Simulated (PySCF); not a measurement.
## PySCF run on GeCl

Input:

```python
from pyscf import gto, scf, mp

mol = gto.M(
    atom='Ge 0 0 0; Cl 0 0 1.917',
    basis='ano-rcc-vdzp',
    charge=0,
    spin=1,
    verbose=3,
)
mf = scf.UHF(mol)
mf = mf.sfx2c1e()
mf.kernel()
mp.MP2(mf, frozen=14).kernel()
mf.dip_moment()
print('orbital energies (hartree):', [e[max(0, n-3):n+3].round(4) for e, n in zip(mf.mo_energy, mol.nelec)])
```

```bash
$ OMP_NUM_THREADS=1 python input.py
```

Output (some set-up lines and the per-cycle HOMO/LUMO lines with their warnings removed):

```
converged SCF energy = -2558.01359317063  <S^2> = 0.75480019  2S+1 = 2.0047944
E(UMP2) = -2558.37059418176  E_corr = -0.357001011129224
E(SCS-UMP2) = -2558.34212526136  E_corr = -0.32853209072921
Dipole moment(X, Y, Z, Debye):  0.00000,  0.00000, -0.46994
orbital energies (hartree): [array([-0.504 , -0.4394, -0.2614,  0.0191,  0.1649,  0.3084]), array([-0.5041, -0.493 , -0.4019,  0.039 ,  0.0771,  0.1809])]
```

In short: E(SCF) = -2558.013593 Eh, E(MP2) − E(SCF) = -0.35700 Eh, ⟨S²⟩ = 0.755, μz(SCF) = -0.47 D.

Hardware: Intel Xeon 6975P-C, 1 thread, shared host. Wall time 2.8 s, peak memory 0.14 GiB.

The bond length is a typed value, not an optimised one. No search for the lowest solution was made.
